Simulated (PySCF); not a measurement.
Removing an electron from BiH2Cl

BiH2Cl.
Cartesian coordinates in Å at the PBE0-D3(BJ)/def2-SVP level; atoms count from 1:
```xyz
4
BiClH2 angstrom
Bi     0.114    0.213    0.811
H      1.544    0.122   -0.280
H     -0.647    1.401   -0.309
Cl    -1.011   -1.736   -0.221
```

Level: CAM-B3LYP/def2-SVPD (PySCF). Frontier orbitals with their largest atomic shares (Löwdin; up to four atoms above 4 %):

| orbital | ε (eV) | main atoms |
| --- | --- | --- |
| HOMO−3 | -11.31 | Bi1 40 %, Cl4 24 %, H3 18 %, H2 18 % |
| HOMO−2 | -10.50 | Cl4 70 %, Bi1 25 % |
| HOMO−1 | -9.73 | Cl4 74 %, Bi1 12 %, H3 7 %, H2 7 % |
| HOMO | -9.12 | ? |
| LUMO | -1.17 | Bi1 61 %, Cl4 26 %, H2 6 %, H3 6 % |
| LUMO+1 | 0.17 | Bi1 66 %, H3 12 %, H2 12 %, Cl4 9 % |
| LUMO+2 | 0.31 | Bi1 67 %, H2 14 %, H3 14 %, Cl4 5 % |

What vertical ionisation energy does ΔSCF give, and how far is −ε(HOMO) from it?

ΔSCF: 10.18 eV (982 kJ/mol; threshold wavelength 122 nm); ⟨S²⟩ of the doublet left behind is 0.764, against 0.75 for a pure doublet. −ε(HOMO) is 9.12 eV, 1.06 eV below it. In exact Kohn–Sham theory the two would be equal; CAM-B3LYP (range-separated hybrid) falls short of its own ΔSCF value by 10 %.

On which atoms does the HOMO lie?

Cl4 (chlorine bonded to Bi) 40 %, Bi1 (bismuth bonded to Cl and 2 H) 39 %, H3 (hydrogen on bismuth) 10 %, H2 (hydrogen on bismuth) 10 %. The HOMO−1 lies 0.61 eV lower.

And the vertical electron affinity, the fundamental gap, Mulliken's electronegativity and the hardness (with the factor ½)?

EA = 0.35 eV by ΔSCF (−ε(LUMO) = 1.17 eV). IE − EA = 9.83 eV against an orbital gap of 7.95 eV; (IE + EA)/2 = 5.26 eV; (IE − EA)/2 = 4.92 eV.

With α = 62.7 au, estimate the like-pair dispersion coefficient by London's formula C6 = (3/4)α²I.

I = 0.3740 Eh, so C6 ≈ 1100 au, a rough estimate.

What total energies stand behind the ΔSCF value?

E(N) = -675.88803 Eh and E(N − 1) = -675.51405 Eh at the same geometry, 0.37398 Eh apart. With one more electron, E(N + 1) = -675.90085 Eh.

The lowest singlet excitation (vertical TDDFT, same level) lies at 4.54 eV. How far is it below IE − EA?

IE − EA = 9.83 eV, so by 5.29 eV.

Shift the occupied levels rigidly so that −ε(HOMO) equals the ΔSCF value. What binding energies result?

The shift is +1.06 eV: HOMO 10.18, HOMO−1 10.79, HOMO−2 11.56, HOMO−3 12.37 eV. A rigid shift is only a rough guide to the deeper ionisations.

Isolated species at its PBE0-D3(BJ)/def2-SVP geometry, gas phase. Atoms past krypton carry effective core potentials; spin–orbit coupling is left out.
